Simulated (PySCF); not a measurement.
**Cadmium: highly charged ions in a basis for the neutral atom**

Cd⁶⁺ [Kr] 4d6, Cd⁷⁺ [Kr] 4d5. Computed with PySCF 2.14 in def2-SVP with the def2 core potential (28 electrons), with a scalar-relativistic core potential. No spin-orbit coupling, so a gap to NIST mixes the basis error with missing relativistic terms.

Changed run: basis of the neutral atom used for a highly charged ion. This setting is unsound on purpose.

```tsv
species	method	sound run (hartree)	changed run (hartree)	converged
Cd⁶⁺	UHF	not run	-156.92280	yes
Cd⁶⁺	LDA	not run	-157.12870	yes
Cd⁶⁺	BP86	not run	-157.54748	yes
Cd⁷⁺	UHF	not run	-152.95192	yes
Cd⁷⁺	LDA	not run	-153.10684	yes
Cd⁷⁺	BP86	not run	-153.50706	yes
```

Ionisation energy of Cd⁶⁺:

```csv
method,changed run (eV),NIST (eV)
UHF,108.05,105 ± 2
LDA,109.44,105 ± 2
BP86,109.95,105 ± 2
```

The contracted functions were made for the neutral atom and can be too rigid for a highly charged ion.
